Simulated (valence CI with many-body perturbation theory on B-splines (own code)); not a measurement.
The numbers below are computed, except where a source is named.
**Run record, Ti VIII**

The program does CI of the valence electrons with many-body perturbation theory for a frozen closed Dirac-Fock core.

Command, and the settings that its task file holds:

```sh
python run_cv.py task.json out
```

```
atom Ti  Z=22  mass_number=48  rms_radius_fm=3.5921
core [Ne]
valence 3s5
avg = 1
basis = S
breit = 1
cap = 10000
capref = 1200
cscale = 1
de = 0.0
dress = 0
eps = 2e-08
extrap = 1
h = 0.27
hh = 1
l2 = 3
lcore = 6
maxit = 60
n2 = 5
natural = 1
nlev = 21
nno = [3, 3, 3, 2, 1]
nroot = 26
nsp = [3, 3, 2, 1, 0]
pt2 = 1
qed = 1
rpa = 1
s1 = 1
s2 = 1
s3 = 1
screen = 1
tol = 2e-05
whole = 1
```

Question: What became of the run, and why?

Answer: It gave no result: a shell was given more electrons than it holds. The program said: "a valence shell holds more than 4l+2 electrons".
